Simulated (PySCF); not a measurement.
## Working out the ionisation energy of K(2+)

K(2+) [Ne] 3s2 3p5 (2P) → K(3+) [Ne] 3s2 3p4 (3P). All numbers are calculated (PySCF 2.14, no relativity, point nucleus, in def2-SVP (5s3p2d, 24 functions)). Frozen: [Ne] 3s2. Energies in hartree (1 hartree = 27.21139 eV):

| part | K(2+) (lower) | K(3+) (upper) |
| --- | --- | --- |
| UHF | -597.768783 | -596.044575 |
| CCSD correlation | -0.027555 | -0.014870 |
| (T) | -0.000012 | -0.000003 |

Problem. What does Hartree-Fock give?

Solution. (-596.044575) − (-597.768783) = 1.724208 hartree = 46.918 eV.

Problem. What do CCSD and CCSD(T) give?

Solution. The CCSD correlation energies differ by 0.012685 hartree = 0.345 eV and the triples by 0.000009 hartree = 0.000 eV, so CCSD gives 47.263 eV and CCSD(T) 47.263 eV.

Reference: 45.803 eV (semi-empirical (NIST evaluation); NIST Atomic Spectra Database, ionization energies), between the lowest levels; spin-orbit coupling is absent from the calculation.

The calculation is non-relativistic.

A double-zeta basis recovers only part of the correlation energy.

What remains against the reference includes basis incompleteness, the frozen core and higher excitations.
